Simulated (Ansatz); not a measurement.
Compare A (`B[CH]([SiH3])[GeH3]`) with its isomer B (`B[SiH2][CH2][GeH3]`).

Isolated molecules relaxed with PBE0-D4/def2-TZVP in Ansatz; ΔE leaves out vibrations. CCSD(T)/CBS adds triple-zeta CCSD(T) − MP2 to the extrapolated MP2 energy (def2 sets, frozen cores). DFT in def2-TZVPP. B3LYP here is the variant with VWN-RPA as its local correlation; programs differ in this. For Ge outer-core shells are correlated without core-valence functions, which leaves a few kJ/mol of doubt a bond. Scalar relativity is left out up to krypton. One conformer a species, not always the lowest.

Problem. Which is lower in electronic energy at CCSD(T)/CBS, and by how much? (An estimate is asked.)

Solution. Computed: A, by 58.1 kJ/mol.

Problem. Give E(B) − E(A) in kJ/mol with PBE0-D4, CCSD(T)/def2-TZVPP, r2SCAN-D4, B3LYP, MP2/def2-TZVPP, PBE-D4, CCSD/def2-TZVPP. (An estimate is asked.)

Solution. The calculation gave: PBE0-D4 54.8, CCSD(T)/def2-TZVPP 57.5, r2SCAN-D4 57.1, B3LYP 50.0, MP2/def2-TZVPP 66.1, PBE-D4 54.1, CCSD/def2-TZVPP 54.8. None reverses the order clearly.

Largest T1 diagnostic: 0.012.

The D4 term adds +5.4 kJ/mol with B3LYP and +2.7 kJ/mol with PBE0; it sums over pairs of atoms, weighted by their polarisabilities, and B3LYP, whose exchange is more repulsive, gets the larger term. In def2-TZVPP, CCSD(T) changes the Hartree–Fock value by +10.8 kJ/mol (the triples alone add +2.7 kJ/mol) and MP2 by +19.4 kJ/mol.
